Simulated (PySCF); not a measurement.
BrGaH₃NO, SMILES [NH2][Ga]([OH])[Br]. Heavy atoms are numbered as in [Ga:1]([Br:2])([OH:3])[NH2:5]. Hydrogens are named by the atom that carries them.

The structure is a stationary point at B3LYP-D3(BJ)/def2-SVP. The structure was generated by enumeration; whether it is a known compound was not checked. The values are those of a single conformer.

Level of theory: PBE/pcSseg-1 run with PySCF.

GIAO shieldings, no solvent; atoms alike by connectivity are averaged. δ = σ(ref) − σ: ¹⁷O against H2O (σ = 334.3 ppm); ¹H against TMS (σ = 31.49 ppm); ¹⁵N against NH3 (σ = 267.0 ppm), references at their B3LYP-D3(BJ)/def2-TZVP geometries, non-relativistic (without spin–orbit terms, shifts of atoms bonded to Cl or Br come out too high).

| nucleus | atoms | count | δ (ppm) |
|---|---|---|---|
| ¹⁷O | O3 (OH) | 1 | 87.8 |
| ¹H | H on O3 | 1 | 2.49 |
| ¹H | H on N5 | 2 | 1.81 |
| ¹⁵N | N5 (NH2) | 1 | 41.3 |
